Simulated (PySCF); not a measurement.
Q: Write Cartesian coordinates for InChI=1S/CH5NSSi/c2-1-4-3/h1-3H,4H2/b2-1- as optimised with PBE0-D3(BJ)/def2-SVP.

A: 
```xyz
9
CH5NSSi angstrom
N      2.0685    0.1707   -0.2738
C      1.0497    0.1613    0.4892
Si    -0.6487   -0.5719    0.0639
S     -2.2041    0.8899    0.2932
H      1.8576   -0.2921   -1.1687
H      1.1673    0.6432    1.4793
H     -0.5429   -1.0904   -1.3363
H     -1.0265   -1.6668    1.0030
H     -1.6690    1.7558   -0.5962
```

Any rigid rotation of these coordinates is as good. Atoms count from 1 in this order. S4 (sulfur bonded to Si and H) is bent (angle 94.5°). Si3 (SiH2 silicon) is distorted tetrahedral (angles from 104.4° to 112.8°).

Bonds between heavy atoms (Å): N1=C2 1.273, C2–Si3 1.898, Si3–S4 2.147.

Method used: PBE0-D3(BJ)/def2-SVP geometry optimisation, gas phase (PySCF).

Point group: C1 (no symmetry element, even within 0.4 Å). No PBE0-D3(BJ)/def2-SVP frequencies stand behind this structure, so it isn't proved a minimum. One conformer, not necessarily the lowest (N1–C2–Si3–S4 -124°, C2–Si3–S4–H 59°).
